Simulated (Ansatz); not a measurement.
BH2Cl2F, singlet: a nudged elastic band.

in.yaml

```yaml
crystal:
  periodic: [false, false, false]
  atoms:
    - {symbol: B, position_ang: [0.274493, 0.624394, -0.760021]}
    - {symbol: F, position_ang: [1.341910, -0.130494, -0.849618]}
    - {symbol: Cl, position_ang: [-1.132187, 0.222733, -1.699887]}
    - {symbol: Cl, position_ang: [0.300051, 2.012056, 0.287437]}
    - {symbol: H, position_ang: [-0.070866, -1.539665, 1.437337]}
    - {symbol: H, position_ang: [-0.713401, -1.189124, 1.584751]}
basis:
  gaussian: {orbitals: def2-SVP}
hamiltonian: {xc: pbe0, dispersion: d4}
neb:
  images: 5
  climbing: true
  max_iterations: 30
  initial_path: idpp
  final_atoms:
    - {symbol: B, position_ang: [-0.777110, 0.580659, 0.037227]}
    - {symbol: F, position_ang: [1.510663, -1.003140, -0.185558]}
    - {symbol: Cl, position_ang: [0.073865, 2.047662, 0.405654]}
    - {symbol: Cl, position_ang: [-1.350498, 0.268187, -1.570747]}
    - {symbol: H, position_ang: [1.570205, -1.707249, 0.405545]}
    - {symbol: H, position_ang: [-1.027125, -0.186218, 0.907877]}
```

Run by:

```bash
ansatz run in.yaml --threads 2 --pin off --events-out ev --progress --plain --max-ram 4352MiB
```

Output of Ansatz 0.2.0:

```
Functional definition: PBE0
  name "PBE0"
  cite "Adamo & Barone, J. Chem. Phys. 110, 6158 (1999) doi:10.1063/1.478522"
  cite "Perdew, Burke & Ernzerhof, Phys. Rev. Lett. 77, 3865 (1996) doi:10.1103/PhysRevLett.77.3865"
  parent pbe
  parameter a = 0.25
  parameter kappa = 0.804
  parameter beta = 0.06672455060314922
  exchange = (1 - a)*pbe_x(kappa = kappa, mu = beta*pi^2/3) + a*exact_x
  correlation = pbe_c(beta = beta)
755 factors; integrals over basis functions are off by at most 3.0e-4 eV
mean field evaluation 1: about -28450.9384 eV, gradient 2.4e1 eV
mean field evaluation 2: about -28450.0515 eV, gradient 3.5e1 eV
mean field evaluation 4: about -28451.8625 eV, gradient 4.1e-1 eV
mean field evaluation 8: about -28451.9137 eV, gradient 8.0e-2 eV
mean field -28451.91371203 eV, -1045.5885435174 hartree, gradient 5.4e-6 eV, S^2 0.000000; 0 other end points of the search recorded, 0 dependent functions left out
the calculation of the forces begins
reference -28451.91373286 eV, -1045.5885442826 hartree; 25, 25 occupied and 49, 49 virtual orbitals, 755 factors
757 factors; integrals over basis functions are off by at most 1.2e-3 eV
mean field evaluation 16: about -28449.2317 eV, gradient 2.9e1 eV
mean field -28450.66513611 eV, -1045.5426591986 hartree, gradient 4.7e-5 eV, S^2 0.000000; 0 other end points of the search recorded, 0 dependent functions left out
the calculation of the forces begins
reference -28450.66515625 eV, -1045.5426599387 hartree; 25, 25 occupied and 49, 49 virtual orbitals, 757 factors
WARN: NEB end point (image 0): max|allowed force component| = 4.518e-1 eV/Å (the criterion of neb.relax_end_points is 1.000e-2). That is over neb.f_tol: it is no minimum, so the barrier can be far off. Relax it first
WARN: NEB end point (image 6): max|allowed force component| = 2.954e-1 eV/Å (the criterion of neb.relax_end_points is 1.000e-2). That is over neb.f_tol: it is no minimum, so the barrier can be far off. Relax it first
758 factors; integrals over basis functions are off by at most 8.2e-4 eV
mean field evaluation 32: about -28449.1107 eV, gradient 2.7e0 eV
mean field -28449.17941673 eV, -1045.4880600184 hartree, gradient 1.1e-5 eV, S^2 0.000000; 0 other end points of the search recorded, 0 dependent functions left out
the calculation of the forces begins
reference -28449.17943754 eV, -1045.4880607832 hartree; 25, 25 occupied and 49, 49 virtual orbitals, 758 factors
758 factors; integrals over basis functions are off by at most 1.1e-3 eV
mean field -28444.46730683 eV, -1045.3148931735 hartree, gradient 6.3e-5 eV, S^2 0.000000; 0 other end points of the search recorded, 0 dependent functions left out
the calculation of the forces begins
reference -28444.46732819 eV, -1045.3148939586 hartree; 25, 25 occupied and 49, 49 virtual orbitals, 758 factors
758 factors; integrals over basis functions are off by at most 7.2e-4 eV
mean field evaluation 64: about -28229.4007 eV, gradient 2.3e2 eV
mean field -28441.54168293 eV, -1045.2073784784 hartree, gradient 4.0e-5 eV, S^2 0.000000; 0 other end points of the search recorded, 0 dependent functions left out
the calculation of the forces begins
reference -28441.54170440 eV, -1045.2073792673 hartree; 25, 25 occupied and 49, 49 virtual orbitals, 758 factors
759 factors; integrals over basis functions are off by at most 1.1e-3 eV
mean field evaluation 96: about -28443.6189 eV, gradient 1.3e-4 eV
mean field -28443.61885721 eV, -1045.2837132253 hartree, gradient 3.1e-5 eV, S^2 0.000000; 0 other end points of the search recorded, 0 dependent functions left out
the calculation of the forces begins
reference -28443.61887817 eV, -1045.2837139954 hartree; 25, 25 occupied and 49, 49 virtual orbitals, 759 factors
762 factors; integrals over basis functions are off by at most 1.3e-3 eV
mean field -28447.86406505 eV, -1045.4397217358 hartree, gradient 1.1e-5 eV, S^2 0.000000; 0 other end points of the search recorded, 0 dependent functions left out
the calculation of the forces begins
reference -28447.86408702 eV, -1045.4397225430 hartree; 25, 25 occupied and 49, 49 virtual orbitals, 762 factors
NEB iter   1: max|band force component| = 6.283e0 eV/Å  barrier→ = 10.3553 eV  barrier← = 9.0995 eV  Δτ_max = 0.2000 Å  (191 SCF iters)
NEB iter   2: max|band force component| = 5.164e0 eV/Å  barrier→ = 8.2558 eV  barrier← = 7.0000 eV  Δτ_max = 0.2000 Å  (162 SCF iters)
NEB iter   3: max|band force component| = 1.779e1 eV/Å  barrier→ = 6.6214 eV  barrier← = 5.3657 eV  Δτ_max = 0.1005 Å  (163 SCF iters)
NEB iter   4: max|band force component| = 7.589e0 eV/Å  barrier→ = 5.8339 eV  barrier← = 4.5782 eV  Δτ_max = 0.2000 Å  (146 SCF iters)
NEB iter   5: max|band force component| = 5.086e0 eV/Å  barrier→ = 4.6393 eV  barrier← = 3.3836 eV  Δτ_max = 0.2000 Å  (159 SCF iters)
NEB iter   6: max|band force component| = 3.075e0 eV/Å  barrier→ = 3.4847 eV  barrier← = 2.2290 eV  Δτ_max = 0.2000 Å  (154 SCF iters)
NEB iter   7: max|band force component| = 5.282e0 eV/Å  barrier→ = 2.8529 eV  barrier← = 1.5972 eV  Δτ_max = 0.1043 Å  (159 SCF iters)
NEB iter   8: max|band force component| = 2.179e0 eV/Å  barrier→ = 2.8781 eV  barrier← = 1.6224 eV  Δτ_max = 0.1021 Å  (139 SCF iters)
NEB iter   9: max|band force component| = 5.526e0 eV/Å  barrier→ = 3.0792 eV  barrier← = 1.8235 eV  Δτ_max = 0.0503 Å  (141 SCF iters)
NEB iter  10: max|band force component| = 2.568e0 eV/Å  barrier→ = 3.2002 eV  barrier← = 1.9445 eV  Δτ_max = 0.1005 Å  (142 SCF iters)
NEB iter  11: max|band force component| = 7.886e-1 eV/Å  barrier→ = 3.3159 eV  barrier← = 2.0601 eV  Δτ_max = 0.2000 Å  (142 SCF iters)
NEB iter  12: max|band force component| = 2.856e0 eV/Å  barrier→ = 2.9677 eV  barrier← = 1.7120 eV  Δτ_max = 0.1007 Å  (146 SCF iters)
NEB iter  13: max|band force component| = 2.894e0 eV/Å  barrier→ = 2.6101 eV  barrier← = 1.3543 eV  Δτ_max = 0.0502 Å  (139 SCF iters)
NEB iter  14: max|band force component| = 2.634e0 eV/Å  barrier→ = 2.4149 eV  barrier← = 1.1591 eV  Δτ_max = 0.0251 Å  (142 SCF iters)
NEB iter  15: max|band force component| = 2.491e0 eV/Å  barrier→ = 2.2954 eV  barrier← = 1.0397 eV  Δτ_max = 0.0250 Å  (146 SCF iters)
NEB iter  16: max|band force component| = 2.498e0 eV/Å  barrier→ = 2.1851 eV  barrier← = 0.9293 eV  Δτ_max = 0.0502 Å  (145 SCF iters)
NEB iter  17: max|band force component| = 2.558e0 eV/Å  barrier→ = 1.9000 eV  barrier← = 0.6443 eV  Δτ_max = 0.0250 Å  (144 SCF iters)
NEB iter  18: max|band force component| = 2.541e0 eV/Å  barrier→ = 1.7594 eV  barrier← = 0.5036 eV  Δτ_max = 0.0500 Å  (145 SCF iters)
NEB iter  19: max|band force component| = 2.297e0 eV/Å  barrier→ = 1.4743 eV  barrier← = 0.2186 eV  Δτ_max = 0.1010 Å  (143 SCF iters)
NEB iter  20: max|band force component| = 2.534e0 eV/Å  barrier→ = 1.3181 eV  barrier← = 0.0624 eV  Δτ_max = 0.0510 Å  (141 SCF iters)
NEB iter  21: max|band force component| = 1.078e0 eV/Å  barrier→ = 1.3272 eV  barrier← = 0.0715 eV  Δτ_max = 0.1015 Å  (143 SCF iters)
NEB iter  22: max|band force component| = 1.469e0 eV/Å  barrier→ = 1.3710 eV  barrier← = 0.1153 eV  Δτ_max = 0.0506 Å  (141 SCF iters)
NEB iter  23: max|band force component| = 8.865e-1 eV/Å  barrier→ = 1.4097 eV  barrier← = 0.1540 eV  Δτ_max = 0.0502 Å  (141 SCF iters)
NEB iter  24: max|band force component| = 7.131e-1 eV/Å  barrier→ = 1.4310 eV  barrier← = 0.1753 eV  CI = image 5  Δτ_max = 0.0499 Å  (142 SCF iters)
NEB iter  25: max|band force component| = 1.586e0 eV/Å  barrier→ = 1.4002 eV  barrier← = 0.1444 eV  CI = image 5  Δτ_max = 0.0251 Å  (143 SCF iters)
NEB iter  26: max|band force component| = 5.196e-1 eV/Å  barrier→ = 1.3904 eV  barrier← = 0.1347 eV  CI = image 5  Δτ_max = 0.0501 Å  (145 SCF iters)
NEB iter  27: max|band force component| = 7.623e-1 eV/Å  barrier→ = 1.3828 eV  barrier← = 0.1271 eV  CI = image 5  Δτ_max = 0.0250 Å  (143 SCF iters)
NEB iter  28: max|band force component| = 9.413e-1 eV/Å  barrier→ = 1.3898 eV  barrier← = 0.1340 eV  CI = image 5  Δτ_max = 0.0125 Å  (145 SCF iters)
NEB iter  29: max|band force component| = 1.047e0 eV/Å  barrier→ = 1.3936 eV  barrier← = 0.1379 eV  CI = image 5  Δτ_max = 0.0250 Å  (146 SCF iters)
NEB iter  30: max|band force component| = 1.311e0 eV/Å  barrier→ = 1.4100 eV  barrier← = 0.1543 eV  CI = image 5  Δτ_max = 0.0500 Å  (139 SCF iters)
Error: NEB band did not converge after 30 iterations: max|band force component| = 1.31e0 eV/Å (threshold 5.0e-2); raise `neb.max_iterations` in a new run, which can start from the last band evaluated (`neb.initial_path`, with `crystal.atoms` and `neb.final_atoms` set to its first and last images), add images, or start from endpoints closer to local minima. Where this run's directory can be resumed (`checkpoint.write`), a resume goes on for up to `neb.max_iterations` more; to start a new run from the last band, take its images' positions from the `neb_iteration` event of iteration 30 (`data.images[].positions_ang`), in the event stream of the run that computed that iteration (not this run's, if it was resumed behind it). With `checkpoint.write`, `steps/00-neb/state/checkpoint.json` in the run directory holds the last saved band, under `neb.evaluated.images[].positions_ang` (a band under a hybrid functional on support functions is neither saved nor resumed: `neb.initial_path` says where its path is): check the last entry of `neb.iterations` there, which is earlier than 30 if that iteration was not saved or its write failed. If the band's step has no `state` directory and holds `state.next`, a write was cut short, and the file is under `state.next` instead (behind a loss of power it can be under `state.prev`)
a run's events are kept only if it was started with --events-out <file>, and are in that file

[the SCF lines of later steps are left out]
```

The lines “mean field evaluation” count trial sets of orbitals through the whole run, from several starts and some on an approximate energy, so they need not fall steadily or lie above the final value.

The run took about 2.5 min on 2 CPU threads of an Arm Neoverse V2 (shared host).


The run did not converge within its limit. Two like atoms were exchanged in the final structure, so the band follows another path than the intended step.